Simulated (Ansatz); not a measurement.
Cl₂F₂H₂Si₂, SMILES `F[SiH2][Si](F)(Cl)Cl`. Charge 0, multiplicity 1. Geometry: relaxed with PBE0-D4/def2-TZVP. It is one conformer, not always the lowest.

```xyz
8

F     1.090    1.932    0.440
Si    0.572    0.514    0.968
Si   -0.536   -0.555   -0.800
F    -1.065   -1.970   -0.304
Cl   -2.146    0.515   -1.430
Cl    0.710   -0.882   -2.374
H     1.738   -0.291    1.403
H    -0.364    0.737    2.097
```

Question: What is the dipole moment at r2SCAN/def2-TZVPP? (Best estimate.)

Answer: Computed: 1.21 D, with components (0.32, -0.14, 1.16) D in this frame, pointing from negative to positive charge.

Question: And with PBE, B3LYP, ωB97M-V? (Best estimate.)

Answer: Ansatz gave: PBE 1.16 D, B3LYP 1.26 D, ωB97M-V 1.27 D.

Question: Give the Mulliken charges with r2SCAN, B3LYP, ωB97M-V in def2-TZVPP. (An estimate is asked.)

Answer: The calculation gave: 
```json
{"atom": "F1", "r2SCAN": "-0.32", "B3LYP": "-0.32", "ωB97M-V": "-0.31"}
{"atom": "Si2", "r2SCAN": "0.47", "B3LYP": "0.46", "ωB97M-V": "0.38"}
{"atom": "Si3", "r2SCAN": "0.67", "B3LYP": "0.66", "ωB97M-V": "0.58"}
{"atom": "F4", "r2SCAN": "-0.29", "B3LYP": "-0.29", "ωB97M-V": "-0.28"}
{"atom": "Cl5", "r2SCAN": "-0.20", "B3LYP": "-0.20", "ωB97M-V": "-0.17"}
{"atom": "Cl6", "r2SCAN": "-0.20", "B3LYP": "-0.20", "ωB97M-V": "-0.17"}
{"atom": "H7", "r2SCAN": "-0.07", "B3LYP": "-0.06", "ωB97M-V": "-0.02"}
{"atom": "H8", "r2SCAN": "-0.07", "B3LYP": "-0.06", "ωB97M-V": "-0.02"}
```

B3LYP here is the variant with VWN-RPA as its local correlation; programs differ in this.
